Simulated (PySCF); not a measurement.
## Excitation energy of Rh⁺ by level of theory

Rh⁺ [Kr] 4d8 (3F) → Rh⁺ [Kr] 4d7 5p1 (high-spin determinant), as a difference of total energies. Computed with PySCF 2.14 in def2-TZVPPD with the def2 core potential (28 electrons) (6s4p3d2f1g, 56 functions), with scalar relativity through the core potential. Correlated levels: valence and next inner shell: nothing frozen outside the core potential. The calculations carry no spin-orbit coupling.

```csv
method,excitation energy (cm⁻¹)
UHF,49607
MP2 (valence and next inner shell),58587
SCS-MP2 (valence and next inner shell),58938
CCSD (valence and next inner shell),56851
CCSD(T) (valence and next inner shell),57097
```

The determinant of the upper state mixes LS terms, which raises its energy above the lowest term, most at the Hartree-Fock and MP2 levels.
